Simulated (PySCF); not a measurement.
The same groups moved round the core (furan silyl). Isolated molecules, 0 K electronic values unless said otherwise. Strings in code marks are SMILES.

Quantity: electronic energy of isomers of C4H6OSi relative to `[SiH3]c1ccoc1`, in kJ/mol.

Case: `[SiH3]c1ccco1`. Geometry of `o1c([SiH3])ccc1` (neutral, multiplicity 1, Å):

```xyz
12

Si     2.1268    -0.1429     0.1046
C      0.2757    -0.0533     0.0353
C     -0.5738     0.8476    -0.5348
C     -1.8987     0.4031    -0.2659
C     -1.7640    -0.7388     0.4502
O     -0.4642    -1.0307     0.6422
H      2.6136    -0.1074     1.5079
H      2.6281    -1.3868    -0.5351
H      2.6350     1.0405    -0.6329
H     -0.2811     1.7286    -1.0845
H     -2.8241     0.8688    -0.5642
H     -2.4733    -1.4289     0.8773
```

**Question.** Estimate the electronic energy of isomers of C4H6OSi relative to `[SiH3]c1ccoc1` that B3LYP/3-21G // PBE0-D3(BJ)/def2-TZVP (PySCF) returns for this input.

**Answer.** -3.13 kJ/mol.
